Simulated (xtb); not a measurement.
C4H3F, SMILES C#C/C=C\F. All values are semi-empirical tight-binding results from xtb (GFN2-xTB unless named), good for trends rather than for accurate numbers. The structure is a stationary point at GFN2-xTB. The structure was generated by enumeration; whether it is a known compound was not checked.

Estimate the properties. (The exact figures need the calculation; the answer reports its results.)


| Item | Value |
|---|---|
| point group as xtb finds it | Cs |
| orbital gap | 4.05 eV |
| dipole moment | 1.93 D |
| zero-point energy | 32.6 kcal/mol |
| G − E(el) at 298.15 K (modified RRHO) | 14.9 kcal/mol |
| static polarisability (D4 model) | 46.2 bohr³ |
| solvation energy, GFN2-xTB/ALPB(water) | -2.3 kcal/mol |
| solvation energy, GFN2-xTB/ALPB(acetone) | -4.9 kcal/mol |

Give the IR lines (harmonic; lines under 4 % of the strongest left out, lines within 3 cm⁻¹ merged). (Estimate from the structure and the level; the computed values follow.)

ν (cm⁻¹): 242 (w), 474 (w), 614 (w), 644 (m), 722 (m), 782 (w), 963 (m), 1061 (vs), 1199 (m), 1304 (m), 1674 (vs), 3087 (m), 3399 (w) (against the strongest line: vs over 80 %, s over 45 %, m over 15 %, w over 4 %, vw less)
